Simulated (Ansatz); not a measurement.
Abridged output of a molecular run in Ansatz:

```
Functional definition: HF
839 factors; integrals over basis functions are off by at most 1.2e-3 eV
mean field evaluation 1: about -11983.0129 eV, gradient 2.4e1 eV
mean field evaluation 2: about -11983.0579 eV, gradient 2.4e1 eV
mean field evaluation 4: about -11984.9993 eV, gradient 3.2e0 eV
mean field evaluation 8: about -11985.0477 eV, gradient 1.4e-1 eV
mean field -11985.04799724 eV, -440.4423901412 hartree, gradient 6.2e-7 eV, S^2 0.000000; 0 other end points of the search recorded, 0 dependent functions left out
8 core orbitals not correlated: weight in the atoms' cores, before any rotation towards them, 1.000 or more for the frozen orbitals, at most 0.000 for the correlated occupied ones
reference -11985.04799724 eV, -440.4423901412 hartree; 11, 11 occupied and 66, 66 virtual orbitals, 839 factors
second order -12.07921146 eV of doubles, -0.00000000 eV of singles
cycle   1  -13.00699418 eV  change   -9.3e-1 eV  update   9.5e-2
cycle   2  -13.42324796 eV  change   -4.2e-1 eV  update   3.0e-2
cycle   3  -13.52360966 eV  change   -1.0e-1 eV  update   1.7e-2
cycle   4  -13.51911759 eV  change    4.5e-3 eV  update   4.5e-3
cycle   5  -13.51692197 eV  change    2.2e-3 eV  update   1.6e-3
cycle   6  -13.51690730 eV  change    1.5e-5 eV  update   5.9e-4
cycle   7  -13.51680151 eV  change    1.1e-4 eV  update   2.0e-4
cycle   8  -13.51677009 eV  change    3.1e-5 eV  update   9.5e-5
cycle   9  -13.51680965 eV  change   -4.0e-5 eV  update   4.4e-5
cycle  10  -13.51680691 eV  change    2.7e-6 eV  update   2.2e-5
perturbative correction -0.30064704 eV, -0.0110485750 hartree
Total energy: -11998.86545119 eV, -440.9501722082 hartree
```

Its atoms:

Cartesian coordinates in Å:
```
F 0.0418 -0.3078 2.6921
B -0.0945 -0.9395 1.5321
B 0.6212 -0.4563 0.1114
Si -0.2248 0.8510 -1.1643
H -0.8206 -1.9077 1.5344
H 1.6713 -0.9164 -0.2404
H -0.1126 0.4037 -2.5798
H -1.6499 1.1658 -0.8781
H 0.5679 2.1071 -1.0075
```

Q: Which basis set was used?
A. def2-TZVPP
B. def2-SVPD
C. def2-SVP
D. def2-TZVPPD

A: C. It gives 85 functions.

Q: Write the keys of the input that set method, charge and spin (a neutral closed shell needs none for the last two).

A: 
```yaml
correlation: {method: ccsd_t}
```
